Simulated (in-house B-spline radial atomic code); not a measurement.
Inner levels of barium as electrons are removed. A shift is the extra binding of the orbital against the neutral atom ([Xe] 6s2). The density at the nucleus is averaged over the nuclear charge. Computed with an all-electron radial atomic-structure program (B-spline basis): Dirac-Hartree-Fock, jj configuration that fills j = l - 1/2 first, finite nuclei.

A number in brackets counts the electrons of a j subshell.

```csv
ion,configuration,shift of 1s1/2 (eV),radius of 1s1/2 (bohr),Σ<r²> (bohr²),change of density at nucleus (bohr⁻³)
Ba44+,[Ne] 3s2,2958.08,0.025552,0.24652,1516.1
Ba45+,[Ne] 3s1,3093.41,0.025551,0.1689,-2684.8
Ba46+,[He] 2s2 2p6,3230.28,0.025549,0.092945,-6998.9
Ba47+,[He] 2s2 2p1/2(2) 2p3/2(3),3556.56,0.025532,0.080675,-6369.92
Ba48+,[He] 2s2 2p1/2(2) 2p3/2(2),3887.23,0.025514,0.068805,-5729.62
Ba49+,[He] 2s2 2p1/2(2) 2p3/2(1),4222.28,0.025496,0.057317,-5077.94
Ba50+,[He] 2s2 2p1/2(2),4561.69,0.025477,0.046197,-4414.81
Ba51+,[He] 2s2 2p1/2(1),4930.89,0.025453,0.03641,-4211.07
Ba52+,[He] 2s2,5305.28,0.025429,0.026962,-4017.7
Ba53+,[He] 2s1,5622.33,0.025426,0.014219,-21819.2
Ba54+,1s2,5942.37,0.025414,0.0017502,-40053.4
Ba55+,1s1,6955,0.025229,0.00086177,-171589
```
